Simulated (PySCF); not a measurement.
# Reading the logs of faulty runs: B2GeH7Si cation

These are calculations, not measurements. The program is PySCF 2.14.0, an open-source quantum chemistry code, run on an isolated molecule that a program drew, which may never have been made. The molecule is B2GeH7Si cation (charge +1, singlet), drawn as the SMILES string `B[SiH+][BH][GeH3]`.

Each row is a Hartree-Fock (HF) and frozen-core CCSD(T) single point in the cc-pV(D+d)Z basis, meant for a local HF minimum. Run 1 is clean. Each other run has one planted mistake out of seven kinds, and not every kind appears here: one electron removed, one electron added, multiplicity raised by two, geometry at a saddle point, minimal basis STO-3G, one bond length entered in bohr, all coordinates scaled. The reference is restricted for singlets and unrestricted otherwise, and also for a bond in bohr. Adding or removing an electron swaps singlet and doublet. Electrons count all cores. HOMO and LUMO are orbital energies over both spins, the gradient is its largest component, and the lowest frequency (negative if imaginary) is given only where the gradient is small. Bond lengths are over the 10 bonds as drawn. T1 is the CCSD diagnostic: over 0.02 (restricted) or 0.045 (unrestricted) a single reference is doubtful. Germanium has the cc-pVDZ-PP basis, with a core potential (ECP10MDF) in place of its 10 inner electrons, and its 3s, 3p and 3d shells are frozen in CCSD(T).

Geometry of the clean run:
```xyz
11
B2GeH7Si cation, angstrom
B    -0.3366   -0.2394    1.5382
Si    0.2155    1.3684    0.4227
B     1.3726    1.3992   -1.2113
Ge    3.4833    1.5833   -1.0767
H     0.4118   -0.6404    2.3729
H    -1.3988   -0.7345    1.3280
H    -0.1997    2.6837    0.9467
H     0.8534    1.3189   -2.2830
H     3.8420    2.8219   -1.8862
H     4.0339    0.3017   -1.6912
H     3.9229    1.7249    0.3787
```

```
run,electrons,basis functions,<S^2>,HOMO (eV),LUMO (eV),gradient (hartree/bohr),lowest frequency (cm^-1),mean bond (Å),longest bond (Å),T1,HF (hartree),CCSD(T) (hartree),mistake
1,62,109,0.000,-15.25,-5.00,1.5e-05,52,1.5783,2.123,0.0174,-635.41048,-635.82357,no fault
2,62,109,0.000,-14.67,-5.10,3.6e-02,-,1.7014,2.289,0.0177,-635.36719,-635.78824,all coordinates scaled
3,62,109,0.911,-13.04,-5.06,1.5e-02,-,1.7139,2.880,0.0337,-635.31452,-635.71321,one bond length entered in bohr
4,62,109,2.031,-12.79,-6.54,5.7e-02,-,1.5783,2.123,0.0232,-635.31890,-635.72156,multiplicity raised by two
5,61,109,0.771,-21.66,-12.75,8.8e-02,-,1.5783,2.123,0.0238,-634.89747,-635.28414,?
6,63,109,0.767,-6.45,0.01,3.3e-02,-,1.5783,2.123,0.0415,-635.60439,-636.04489,?
```

**Which mistake was planted in run 5, and what did it cost?**

It counts 61 electrons, one fewer than the clean run, at the same geometry and basis. So the mistake is: one electron removed. Subtracting run 1 and multiplying by 627.51 kcal/mol a hartree, the energy moved by 321.9 kcal/mol in HF and 338.5 kcal/mol in CCSD(T).

**Which mistake was planted in run 6, and what did it cost?**

It counts 63 electrons, one more than the clean run, at the same geometry and basis. So the mistake is: one electron added. Subtracting run 1 and multiplying by 627.51 kcal/mol a hartree, the energy moved by -121.7 kcal/mol in HF and -138.9 kcal/mol in CCSD(T).

